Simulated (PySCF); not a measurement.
Species: C₆H₇N₂P.
Bonds: C1–C2 (triple), C2–C3, C3–P4 (aromatic), P4–C5 (aromatic), C5–N6 (aromatic), N6–N7 (aromatic), N7–C8, C8–C9, C3–N7 (aromatic). Hydrogens: H10 on C1; H11 on C5; H12, H13 on C8; H14, H15, H16 on C9.

Definitions: NICS(0) = −σiso at the ring centroid; NICS(1) = −σiso and NICS(1)zz = −σzz at ±1 Å along the ring normal z. Level: GIAO PBE0/pcSseg-1 (PySCF, non-relativistic, gas phase) on the GFN2-xTB geometry, one conformer.

Ring bond lengths (Å), with Mayer bond orders in brackets: C3–P4 1.744 (1.30), P4–C5 1.757 (1.26), C5–N6 1.307 (1.53), N6–N7 1.314 (1.22), N7–C3 1.355 (1.13).

What do the NICS probes read (ppm)?

```csv
ring,type,NICS(0),"NICS(1), two faces","NICS(1)zz, two faces",rms pucker (Å),"centre to ring atoms, mean (Å)"
C3–P4–C5–N6–N7,5-membered ring with 2 N and P; formal bonds all aromatic,-12.9,-12.4 / -12.3,-29.0 / -28.3,0.00,1.26
```

What do they say, and how far can they be read as aromaticity?

- C3–P4–C5–N6–N7: mean NICS(1)zz -28.6 ppm, shielded.

And the bond-length index? HOMA = 1 − mean of α(R − Ropt)² over the ring bonds, with Krygowski's 1993 parameters (CN: Ropt 1.334 Å, α 93.52 Å⁻²; CP: Ropt 1.698 Å, α 118.91 Å⁻²; NN: Ropt 1.309 Å, α 130.33 Å⁻²).

- C3–P4–C5–N6–N7: HOMA 0.85; the largest term is that of P4–C5, α(R − Ropt)² = 0.41.

What field does 11.7 T along the ring normal induce along that normal at the second NICS(1) probe listed for ring C3–P4–C5–N6–N7, 1 Å off the ring?

NICSzz × B0 = -28.3 ppm × 11.7 T = -331 μT, against the applied field.

What are the shieldings of the ring atoms and their hydrogens in the same run (means over atoms taken as equivalent)?

```json
{"atoms": "C3", "environment": "substituted aromatic carbon", "σ isotropic (ppm)": "29.8", "principal values of the symmetric part, first atom (ppm)": "-93.0, 54.4, 128.1"}
{"atoms": "P4", "environment": "phosphorus bonded to 2 C", "σ isotropic (ppm)": "152.1", "principal values of the symmetric part, first atom (ppm)": "-11.7, 68.4, 399.7"}
{"atoms": "C5", "environment": "aromatic CH next to a ring nitrogen", "σ isotropic (ppm)": "19.7", "principal values of the symmetric part, first atom (ppm)": "-103.5, 32.1, 130.4"}
{"atoms": "N6", "environment": "pyridine-type nitrogen", "σ isotropic (ppm)": "-114.7", "principal values of the symmetric part, first atom (ppm)": "-395.8, -92.4, 144.2"}
{"atoms": "N7", "environment": "pyrrole-type nitrogen", "σ isotropic (ppm)": "0.7", "principal values of the symmetric part, first atom (ppm)": "-102.0, -6.5, 110.7"}
{"atoms": "H11", "environment": "aromatic hydrogen", "σ isotropic (ppm)": "22.96", "principal values of the symmetric part, first atom (ppm)": "21.1, 21.3, 26.5"}
```

Shape of the structure used: `[CH:1]#[C:2][c:3]1[p:4][cH:5][n:6][n:7]1[CH2:8][CH3:9]`: N6–N7–C8–C9 98°.
